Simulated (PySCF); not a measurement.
## Computed properties of C4H3ClF2, SMILES FC(Cl)=C=C(C)F

1-chloro-1,3-difluorobuta-1,2-diene (C4H3ClF2), SMILES FC(Cl)=C=C(C)F. Coordinates come from a B3LYP-D3(BJ)/def2-SVP optimisation. Other conformers were not sampled. All values are computed for the isolated molecule unless a solvent is named; none is compared with measurement here.

**Structure.** All 24 harmonic modes at B3LYP-D3(BJ)/def2-SVP (PySCF) are real, so it is a minimum. With heavy atoms numbered as in [CH3:1][C:2]([F:3])=[C:4]=[C:5]([F:6])[Cl:7], the shortest bond between them is C4–C5 at 1.304 Å and the longest C5–Cl7 at 1.739 Å.

**Vibrations.** The strongest infrared lines (harmonic, unscaled, degenerate partners summed) lie at 2100 cm⁻¹ (545 km/mol, C 100 %), 1129 cm⁻¹ (246 km/mol, C 67 %, F 28 %), 875 cm⁻¹ (228 km/mol, C 66 %, F 23 %). The softest mode is at 91 cm⁻¹ and the zero-point energy is 37.8 kcal/mol.

**Electronic structure.** ωB97X/def2-TZVP (PySCF) places the frontier levels at -10.12 and 1.33 eV, a gap of 11.45 eV, and gives a dipole moment of 2.35 D and a mean polarisability of 65.0 bohr³. PBE/def2-TZVP (PySCF) at the same geometry gives -6.50 and -1.83 eV, so its gap is 6.78 eV narrower. An orbital gap is neither the optical nor the fundamental gap.

**Excitations.** TDDFT-M06-2X/def2-SVPD (PySCF) has S1 at 5.12 eV (242 nm, f = 0.001, dark); the most intense of the 10 singlets computed lies at 7.31 eV (f = 0.83). T1 (TDA) is at 4.40 eV. TDDFT-PBE/def2-SVPD (PySCF) puts S1 at 4.79 eV. No vertical singlet excitation falls in the visible range (under 3.1 eV).

**NMR.** GIAO shifts at PBE0/pcSseg-1 (PySCF) (non-relativistic, atoms alike by connectivity averaged): ¹³C from 24.3 to 179.3 ppm against TMS; ¹H at 2.5 ppm against TMS; ¹⁹F from -84.2 to -66.2 ppm against CFCl3. Without spin–orbit terms, shifts of atoms bonded to Cl or Br come out too high.

**Solvation.** SMD-PBE0/6-31G* (PySCF) gives 1.7 kcal/mol in water, -2.2 kcal/mol in N,N-dimethylformamide, -2.7 kcal/mol in 2-propanol (1 M in both phases, gas-phase geometry); of these solvents 2-propanol holds the molecule best.
